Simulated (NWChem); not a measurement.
System meant: C$_{4}$H$_{5}$O$_{3}$, doublet; SMILES CC1[CH]OC(=O)O1

The following NWChem deck was run.

```
start job
memory heap 200 mb stack 900 mb global 1100 mb
geometry units angstroms noautoz
  C     -0.558304     2.129864     0.514114
  C     -0.086333     1.075334    -0.470521
  C      1.278068     0.515964    -0.215133
  O      1.136595    -0.785484     0.154466
  C     -0.170483    -1.159362     0.011618
  O     -0.578149    -2.253066     0.207263
  O     -0.894016    -0.100338    -0.376865
  H      0.063749     3.032758     0.422037
  H     -1.602147     2.405862     0.306775
  H     -0.487404     1.758257     1.546931
  H     -0.189924     1.461938    -1.501541
  H      2.150368     1.040508     0.173670
end
basis spherical
  * library def2-svp
end
dft
  odft
  mult 3
  xc xpbe96 cpbe96
  iterations 150
  mulliken
end
task dft energy
```

End of the output:

```
 Summary of "ao basis" -> "" (spherical)
 ------------------------------------------------------------------------------
       Tag                 Description            Shells   Functions and Types
 ---------------- ------------------------------  ------  ---------------------
 *                          def2-svp                  on all atoms

  pbe96 is a nonlocal functional; adding pw91lda local functional.

                                 NWChem DFT Module
                                 -----------------

 Summary of "ao basis" -> "ao basis" (spherical)
 ------------------------------------------------------------------------------
       Tag                 Description            Shells   Functions and Types
 ---------------- ------------------------------  ------  ---------------------
 C                          def2-svp                 6       14   3s2p1d
 O                          def2-svp                 6       14   3s2p1d
 H                          def2-svp                 3        5   2s1p

 Summary of "ao basis" -> "ao basis" (spherical)
 ------------------------------------------------------------------------------
       Tag                 Description            Shells   Functions and Types
 ---------------- ------------------------------  ------  ---------------------
 C                          def2-svp                 6       14   3s2p1d
 O                          def2-svp                 6       14   3s2p1d
 H                          def2-svp                 3        5   2s1p

  number of electrons :                   53
  multiplicity        :                    3
 ------------------------------------------------------------------------
  no. of electrons and multiplicity not compatible                  53
 ------------------------------------------------------------------------
 ------------------------------------------------------------------------
  current input line :
    27: task dft energy
 ------------------------------------------------------------------------
 ------------------------------------------------------------------------
 There is an error in the input file
 ------------------------------------------------------------------------
 For more information see the NWChem manual at https://nwchemgit.github.io

0: no. of electrons and multiplicity not compatible:Received an Error in Communication
```

Question: Can this run be used? If not, why, and what is the fix?

Answer: The input was rejected before any calculation. Cause: the multiplicity doesn't fit the number of electrons (an even count wants an odd multiplicity, and the reverse). This input runs:
```
start job
memory heap 200 mb stack 900 mb global 1100 mb
geometry units angstroms noautoz
  C     -0.558304     2.129864     0.514114
  C     -0.086333     1.075334    -0.470521
  C      1.278068     0.515964    -0.215133
  O      1.136595    -0.785484     0.154466
  C     -0.170483    -1.159362     0.011618
  O     -0.578149    -2.253066     0.207263
  O     -0.894016    -0.100338    -0.376865
  H      0.063749     3.032758     0.422037
  H     -1.602147     2.405862     0.306775
  H     -0.487404     1.758257     1.546931
  H     -0.189924     1.461938    -1.501541
  H      2.150368     1.040508     0.173670
end
basis spherical
  * library def2-svp
end
dft
  odft
  mult 2
  xc xpbe96 cpbe96
  iterations 150
  mulliken
end
task dft energy
```
It converges to -380.35426 Ha (PBE/def2-SVP, spin-unrestricted).
